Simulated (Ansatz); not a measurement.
`FB1O[SiH2]1` + H₂O → `OB1O[SiH2]1` + H–F at 600 K and 1 bar (formal hydrolysis of a B–F bond).

Isolated molecules relaxed with PBE0-D4/def2-TZVP in Ansatz; ΔE leaves out vibrations. CBS: MP2 limit from def2 TZ/QZ plus the TZ coupled-cluster correction, frozen cores. This one scheme is used for every species. One conformer a species, not always the lowest.

```json
{"species": "`FB1O[SiH2]1`", "CCSD(T)/CBS energy (Eh)": "-490.11622", "H − E (kJ/mol)": "112.1", "S (J/(mol·K))": "344.1"}
{"species": "H₂O", "CCSD(T)/CBS energy (Eh)": "-76.37941", "H − E (kJ/mol)": "76.8", "S (J/(mol·K))": "212.8"}
{"species": "`OB1O[SiH2]1`", "CCSD(T)/CBS energy (Eh)": "-466.09693", "H − E (kJ/mol)": "148.0", "S (J/(mol·K))": "354.3"}
{"species": "H–F", "CCSD(T)/CBS energy (Eh)": "-100.39570", "H − E (kJ/mol)": "42.3", "S (J/(mol·K))": "194.0"}
```

H − E and S are ideal-gas, rigid-rotor, harmonic terms from PBE0-D4/def2-TZVP, for one conformer and one mirror image of each species. 1 Eh = 2625.50 kJ/mol, R = 8.31446 J/(mol·K).

Task: By hand: ΔE, ΔH, ΔS and ΔG.

Result: ΔE = (-466.09693) + (-100.39570) − (-490.11622) − (-76.37941) = 0.00300 Eh = 7.9 kJ/mol. Δ(H − E) = 148.0 + 42.3 − 112.1 − 76.8 = 1.4, so ΔH = 9.3 kJ/mol. ΔS = 354.3 + 194.0 − 344.1 − 212.8 = -8.6 J/(mol·K). ΔG = 9.3 − 600 × (-8.6)/1000 = 14.5 kJ/mol.

Task: By hand: the equilibrium constant, and the temperature at which ΔG would vanish if ΔH and ΔS stayed fixed.

Result: log₁₀ K = −ΔG/(RT ln 10) = -1.3. ΔH and −TΔS have one sign here, so there is no such temperature.

TΔS isn't small against ΔH here. A doubt of 5 kJ/mol in ΔE shifts log₁₀ K by 0.4 here. Other conformers and mirror images would add mixing entropy, several J/(mol·K) or more a flexible species. These are equilibria of isolated gas molecules and say nothing of rates. Largest T1 diagnostic: 0.015 (customary marks: 0.02 for closed shells, 0.045 for open ones).

ΔS is within the doubt of such terms, so its sign, and with it that verdict, could turn.
